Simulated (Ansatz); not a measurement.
Ga5N4H16, a cluster cut from zinc blende GaN (hydrogen-capped). The state is a doublet with charge 0. Geometry PBE-D4/def2-SVP, that of the charge -1 singlet; atoms count from 1.

```xyz
25

Ga   -1.985    0.546    1.347
Ga    0.080    2.389   -0.574
Ga    1.329    0.173    1.598
Ga   -0.325   -2.421    0.284
Ga    1.745   -0.581   -1.633
N    -0.205    1.376    1.102
N    -1.874   -1.103    0.156
N     0.394    0.913   -1.943
N     1.259   -1.240    0.168
H    -3.149    1.440    0.698
H    -2.177   -0.002    2.832
H    -1.264    3.116   -1.063
H     1.433    3.232   -0.525
H     1.009   -0.510    3.010
H     2.695    0.993    1.440
H    -0.448   -3.097    1.724
H    -0.470   -3.347   -1.017
H     3.177    0.122   -1.633
H     1.419   -1.666   -2.769
H    -0.166    2.101    1.839
H    -2.720   -1.652    0.365
H    -2.000   -0.822   -0.827
H     0.709    1.394   -2.798
H    -0.511    0.501   -2.211
H     2.047   -1.857    0.427
```

Single mean-field runs in def2-TZVP are fitted with def2-universal-jkfit.

Question: Estimate the Mulliken populations from the PBE0/def2-TZVP orbitals of Ansatz.

Answer: 
```
atom  charge (e)  spin (α − β)
 Ga1        0.23          0.02
 Ga2        0.23          0.02
 Ga3        0.25          0.03
 Ga4        0.23          0.02
 Ga5        0.23          0.02
  N6       -0.49          0.01
  N7       -0.59          0.00
  N8       -0.59          0.00
  N9       -0.49          0.01
 H10       -0.06          0.07
 H11       -0.07          0.04
 H12       -0.06          0.07
 H13       -0.07          0.04
 H14        0.02          0.21
 H15        0.02          0.22
 H16       -0.07          0.04
 H17       -0.06          0.07
 H18       -0.07          0.04
 H19       -0.06          0.07
 H20        0.24          0.00
 H21        0.27          0.00
 H22        0.24          0.00
 H23        0.27          0.00
 H24        0.24          0.00
 H25        0.24          0.00
```
Mulliken values depend strongly on the basis.

Question: Where does the spin sit?

Answer: Summed by element: Ga 0.10, N 0.03, H 0.88, of 1 unpaired in all. Largest on single atoms: H15 0.22, H14 0.21, H10 0.07.

Question: And the Mayer bond orders between heavy atoms (over 0.3)?

Answer: Ga1–N6 0.75 (1.98 Å); Ga1–N7 0.65 (2.04 Å); Ga2–N6 0.75 (1.98 Å); Ga2–N8 0.65 (2.04 Å); Ga3–N6 0.77 (2.01 Å); Ga3–N9 0.77 (2.01 Å); Ga4–N7 0.65 (2.04 Å); Ga4–N9 0.75 (1.98 Å); Ga5–N8 0.65 (2.04 Å); Ga5–N9 0.75 (1.98 Å).
